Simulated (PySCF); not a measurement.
**Bond length, frequency and bond energy of SiW⁺ by level of theory**

State: ⁶Σ⁺ (sextet), unpaired electrons σ ↑, π ↑↑, δ ↑↑. Set-up: basis Si def2-TZVPPD, W def2-TZVPPD with ECP60; scalar-relativistic core potentials; PySCF 2.14. De refers to Si + W⁺ (5d4 6s1) in their high-spin ground configurations, without counterpoise correction. The functionals are run spin-unrestricted. A positive dipole points towards W; it is taken about the centre of mass and depends on that origin.

```json
{"Level": "ROHF", "Re (Å)": "2.473", "ωe (cm⁻¹)": "306", "De (eV)": "n/a", "μ (D)": "-1.01", "CPU s a point (SCF and correlation, without the integrals)": "1.7"}
{"Level": "ROHF-MP2", "Re (Å)": "2.357", "ωe (cm⁻¹)": "463", "De (eV)": "n/a", "μ (D)": "n/a", "CPU s a point (SCF and correlation, without the integrals)": "3.4"}
{"Level": "ROHF-SCS-MP2", "Re (Å)": "2.363", "ωe (cm⁻¹)": "440", "De (eV)": "n/a", "μ (D)": "n/a", "CPU s a point (SCF and correlation, without the integrals)": "n/a"}
{"Level": "ROHF-CCSD", "Re (Å)": "2.422", "ωe (cm⁻¹)": "380", "De (eV)": "n/a", "μ (D)": "n/a", "CPU s a point (SCF and correlation, without the integrals)": "n/a"}
{"Level": "ROHF-CCSD(T)", "Re (Å)": "2.426", "ωe (cm⁻¹)": "380", "De (eV)": "n/a", "μ (D)": "n/a", "CPU s a point (SCF and correlation, without the integrals)": "180"}
{"Level": "PBE", "Re (Å)": "2.445", "ωe (cm⁻¹)": "360", "De (eV)": "n/a", "μ (D)": "-2.06", "CPU s a point (SCF and correlation, without the integrals)": "3"}
{"Level": "PBEsol", "Re (Å)": "2.429", "ωe (cm⁻¹)": "368", "De (eV)": "n/a", "μ (D)": "-2.08", "CPU s a point (SCF and correlation, without the integrals)": "1.5"}
{"Level": "revPBE", "Re (Å)": "2.453", "ωe (cm⁻¹)": "355", "De (eV)": "n/a", "μ (D)": "-2.01", "CPU s a point (SCF and correlation, without the integrals)": "1.9"}
{"Level": "BP86", "Re (Å)": "2.447", "ωe (cm⁻¹)": "358", "De (eV)": "n/a", "μ (D)": "-2.17", "CPU s a point (SCF and correlation, without the integrals)": "1.9"}
{"Level": "r²SCAN", "Re (Å)": "2.428", "ωe (cm⁻¹)": "369", "De (eV)": "n/a", "μ (D)": "-1.65", "CPU s a point (SCF and correlation, without the integrals)": "4.8"}
{"Level": "TPSSh", "Re (Å)": "2.439", "ωe (cm⁻¹)": "366", "De (eV)": "n/a", "μ (D)": "-1.63", "CPU s a point (SCF and correlation, without the integrals)": "4.5"}
{"Level": "PBE0", "Re (Å)": "2.422", "ωe (cm⁻¹)": "375", "De (eV)": "n/a", "μ (D)": "-1.65", "CPU s a point (SCF and correlation, without the integrals)": "4.4"}
{"Level": "ωB97M-V", "Re (Å)": "2.416", "ωe (cm⁻¹)": "385", "De (eV)": "n/a", "μ (D)": "-1.64", "CPU s a point (SCF and correlation, without the integrals)": "11"}
{"Level": "B2PLYP", "Re (Å)": "2.424", "ωe (cm⁻¹)": "385", "De (eV)": "n/a", "μ (D)": "-1.45", "CPU s a point (SCF and correlation, without the integrals)": "4.2"}
```

Q: What does a quarter of exact exchange do here, going from PBE to PBE0?

A: PBE0 less PBE: -2.3 pm in Re, +4.2 % in ωe. Exact exchange removes part of the self-interaction that spreads semilocal densities, and in most molecules shortens and stiffens the bond and lowers De; so it does here.

Q: What does the triples do here, going from ROHF-CCSD to ROHF-CCSD(T)?

A: ROHF-CCSD(T) less ROHF-CCSD: +0.4 pm in Re, +0.0 % in ωe. Correlation nearly always deepens the well. The bond lengthens, as in strong covalent bonds, where excitations into antibonding orbitals dominate.

Correlated steps freeze 5 core orbitals. De is left out where the level can put another filling of the metal’s s and d shells below the measured ground configuration, by anything from nothing to about 1 eV. These are scalar-relativistic numbers at best; spin–orbit coupling would shift them, the dissociation energy most. B2PLYP dipoles, levels and charges come from its SCF part alone. The CCSD T1 diagnostic is raised, a sign that a single reference may not be enough here. The state is the lowest single determinant that the PBE0 search found; with open d or f shells the true ground state can be another one.

The whole job (state search and all levels along the bond) took about 23 min on 2 threads of Arm Neoverse V2 (shared host), peak memory 5.1 GiB.
